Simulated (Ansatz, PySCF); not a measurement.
C4H5NO, SMILES C=C1C=NCO1. Atoms are numbered in the order given.

```xyz
11

C      0.0550    -2.1109     0.0000
C      0.0144    -0.7747     0.0000
C     -1.1604     0.1268     0.0000
N     -0.8290     1.3558     0.0000
C      0.6148     1.3948     0.0000
O      1.0959     0.0490     0.0000
H     -0.8786    -2.6758     0.0000
H      1.0051    -2.6482     0.0000
H     -2.2016    -0.2135     0.0000
H      0.9843     1.9196    -0.8980
H      0.9843     1.9196     0.8980
```
Charge 0, spin multiplicity 1.

The structure is a stationary point at ωB97X-D3(BJ)/def2-SVP. One conformer was computed; it need not be the lowest.

Vertical ionisation energy (IE) and electron affinity (EA) in eV. Rows of orbital energies are one-electron estimates. Where ΔSCF, EOM or ADC give a negative EA the extra electron is unbound and the value depends on the basis.

```tsv
level	IE	EA
−ε(HOMO), −ε(LUMO), B3LYP/def2-TZVP (PySCF)	6.49	1.51
−ε(HOMO), −ε(LUMO), PBE/def2-TZVP (PySCF)	5.55	2.23
ΔSCF, CAM-B3LYP/def2-SVPD (Ansatz), final states of multiplicity 2 and 2	8.91	-0.56
ΔSCF, PBE/def2-SVPD (Ansatz), final states of multiplicity 2 and 2	8.69	-0.61
```

Task: What vertical singlet–triplet gap does ΔSCF give with CAM-B3LYP/def2-SVPD (Ansatz, a program for electronic structure) and with PBE/def2-SVPD (Ansatz)? (The exact figures need the calculation; the answer reports its results.)

Result: 3.18 and 3.07 eV (triplet above singlet where positive).
